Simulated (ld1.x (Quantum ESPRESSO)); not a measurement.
**How hard is this Sm (Z = 62) RRKJ potential?**

| Property | Result |
| --- | --- |
| Element | Sm |
| Generator | ld1.x (Quantum ESPRESSO) 7.5 |
| Type | norm-conserving RRKJ (Kleinman–Bylander form) |
| Functional | PBE |
| Relativity | scalar-relativistic |
| Frozen core | [Kr] 4d10 4f5 |
| Valence charge | 11 |
| Reference configuration | 5s2 5p6 5d1 6s0 6p0 (charge +2) |
| Partial waves | 5p (bound): rc 2.70 bohr; 5d (bound): rc 3.20 bohr; 5s (bound): rc 1.60 bohr |
| Local potential | the s channel |
| Core correction | none |
| rho0 | 0.02 |

The pseudo-atom Hamiltonian at the reference potential is diagonalised in spherical Bessel functions j_l(qr) that vanish at 20 bohr, with q² up to the cutoff. All-electron valence levels (Ry): 5p -2.8961, 6p -0.7739, 5d -1.1128, 5s -4.4235, 6s -1.0748.

**Question.** How do the lowest levels (Ry) of each channel move with the cutoff, and are there ghosts?

**Answer.**

```tsv
cutoff (Ry)	p #1	p #2	p #3	d #1	d #2	s #1	s #2	f #1	f #2	Σ f·Δε (mRy)
8	-2.7980	-0.7595	-0.3428	-1.0743	-0.4102	-3.9587	-1.0033	-0.3312	-0.1832	1556.9
12	-2.8895	-0.7764	-0.3484	-1.1107	-0.4190	-4.1781	-1.0346	-0.3343	-0.1854	533.0
18	-2.8961	-0.7773	-0.3488	-1.1128	-0.4197	-4.3628	-1.0720	-0.3358	-0.1865	121.5
21	-2.8961	-0.7781	-0.3492	-1.1128	-0.4197	-4.3874	-1.0792	-0.3360	-0.1866	72.2
30	-2.8961	-0.7796	-0.3500	-1.1128	-0.4197	-4.3962	-1.0834	-0.3361	-0.1867	54.6
40	-2.8961	-0.7800	-0.3502	-1.1128	-0.4197	-4.4076	-1.0843	-0.3361	-0.1867	31.8
50	-2.8961	-0.7801	-0.3502	-1.1128	-0.4197	-4.4193	-1.0861	-0.3362	-0.1868	8.4
60	-2.8961	-0.7801	-0.3502	-1.1128	-0.4197	-4.4222	-1.0868	-0.3362	-0.1868	2.7
70	-2.8961	-0.7801	-0.3502	-1.1128	-0.4197	-4.4224	-1.0869	-0.3362	-0.1868	2.4
90	-2.8961	-0.7801	-0.3502	-1.1128	-0.4197	-4.4231	-1.0870	-0.3362	-0.1868	1.0
110	-2.8961	-0.7801	-0.3502	-1.1128	-0.4197	-4.4235	-1.0870	-0.3363	-0.1868	0.1
400	-2.8961	-0.7801	-0.3502	-1.1128	-0.4197	-4.4235	-1.0870	-0.3363	-0.1868	0.0
```

Result: no extra level below or beside the all-electron valence levels (p, d, s, f tested); 10 mRy is reached at 50 Ry and 1 mRy at 90 Ry.

Its largest configuration-test error is +345 meV.
